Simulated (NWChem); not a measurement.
# C₂H₃ClF₂; SMILES CC(F)(F)Cl

All runs: NWChem. Medium grid unless said otherwise, to which SCAN and Minnesota functionals are sensitive. Coordinates come from a PBE0/def2-SVP optimisation. Computed dipoles belong to the equilibrium geometry; the measured one is vibrationally averaged.

Measured dipole moment: 2.14 D (NIST CCCBDB, as tabulated in the package chemicals).

```
level                                   dipole moment (D)  computed − measured  relative time (rough)
--------------------------------------  -----------------  -------------------  ---------------------
LDA (Slater exchange, VWN5)/def2-TZVPD         (withheld)           (withheld)                      1
PBE/def2-TZVPD                                       2.09                -0.05                      2
BLYP/def2-TZVPD                                      2.09                -0.05                      1
TPSS/def2-TZVPD                                      2.12                -0.02                      1
r2SCAN/def2-TZVPD                              (withheld)           (withheld)                      1
B3LYP/def2-TZVPD                                     2.16                +0.02                      1
PBE0/def2-TZVPD                                      2.17                +0.03                      1
M06-2X/def2-TZVPD                                    2.21                +0.07                      1
CAM-B3LYP/def2-TZVPD                                 2.20                +0.06                     20
Hartree-Fock/def2-TZVPD                              2.33                +0.19                      2
```

Q: Fill in the missing entries.

A: 
- r2SCAN/def2-TZVPD, dipole moment (D): 2.16
- r2SCAN/def2-TZVPD, computed − measured: +0.02
- LDA (Slater exchange, VWN5)/def2-TZVPD, dipole moment (D): 2.15
- LDA (Slater exchange, VWN5)/def2-TZVPD, computed − measured: +0.01
